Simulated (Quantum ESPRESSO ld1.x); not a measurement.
Question: Radial electron density D(r) = 4 pi r^2 rho(r) of an atom or ion with 42 electrons. All-electron calculation, scalar-relativistic Kohn-Sham, exchange-only LDA, spin-polarised, spherical densities, point nucleus. Program: ld1.x of Quantum ESPRESSO 7.5.

| r (bohr) | D(r) (e/bohr) | spin D(r) |
|---|---|---|
| 0.005018 | 15.55 | -0.000456 |
| 0.005842 | 19.25 | -0.000530 |
| 0.006801 | 23.53 | -0.000588 |
| 0.007918 | 28.37 | -0.000607 |
| 0.009217 | 33.65 | -0.000547 |
| 0.01073 | 39.18 | -0.000342 |
| 0.01239 | 44.37 | 0.0000751 |
| 0.01443 | 49.40 | 0.000889 |
| 0.0168 | 53.53 | 0.00229 |
| 0.01955 | 56.28 | 0.00455 |
| 0.02276 | 57.31 | 0.00804 |
| 0.0265 | 56.54 | 0.0132 |
| 0.03085 | 54.32 | 0.0204 |
| 0.03563 | 51.65 | 0.0297 |
| 0.04148 | 49.43 | 0.0422 |
| 0.04828 | 49.14 | 0.0578 |
| 0.05621 | 51.76 | 0.0766 |
| 0.06544 | 57.22 | 0.0992 |
| 0.07618 | 64.12 | 0.127 |
| 0.08798 | 69.68 | 0.163 |
| 0.1024 | 71.84 | 0.220 |
| 0.1192 | 68.67 | 0.307 |
| 0.1388 | 61.08 | 0.439 |
| 0.1616 | 52.51 | 0.616 |
| 0.1881 | 47.29 | 0.815 |
| 0.2173 | 47.65 | 0.971 |
| 0.2529 | 52.20 | 1.02 |
| 0.2944 | 56.21 | 0.876 |
| 0.3428 | 54.64 | 0.548 |
| 0.3991 | 45.96 | 0.170 |
| 0.4646 | 33.29 | -0.0138 |
| 0.5365 | 22.45 | 0.217 |
| 0.6246 | 15.87 | 0.982 |
| 0.7271 | 14.32 | 2.13 |
| 0.8465 | 14.97 | 3.28 |
| 0.9854 | 14.81 | 4.00 |
| 1.147 | 12.70 | 4.04 |
| 1.336 | 9.330 | 3.47 |
| 1.542 | 6.099 | 2.62 |
| 1.796 | 3.436 | 1.70 |
| 2.09 | 1.732 | 0.975 |
| 2.434 | 0.8046 | 0.511 |
| 2.833 | 0.3743 | 0.274 |
| 3.298 | 0.2042 | 0.175 |
| 3.809 | 0.1426 | 0.135 |
| 4.434 | 0.1060 | 0.105 |
| 5.162 | 0.07183 | 0.0716 |
| 6.009 | 0.03996 | 0.0399 |
| 6.996 | 0.01719 | 0.0172 |
| 8.144 | 0.005453 | 0.00545 |
| 9.406 | 0.001327 | 0.00133 |
| 10.95 | 0.0002014 | 0.000201 |

What is the nuclear charge?

Answer: Z = 45. The innermost maximum, from 1s, lies near gamma/Z bohr with gamma = sqrt(1 - (Z/c)^2) = 0.945, here 0.021 bohr (found: 0.0229), and its height grows with Z. The density is that of the rhodium ion Rh3+ in [Ar] 3d10 4s2 4p5.5 4d6 4f0.5; the configuration itself is not fixed sharply by these data, and Z only to a few units. D(r) has 4 maxima, at r = 0.0229, 0.102, 0.309, 0.902 bohr, and minima at 0.0457, 0.201, 0.721 bohr, inside which lie 2.02, 11.17, 29.19 electrons.
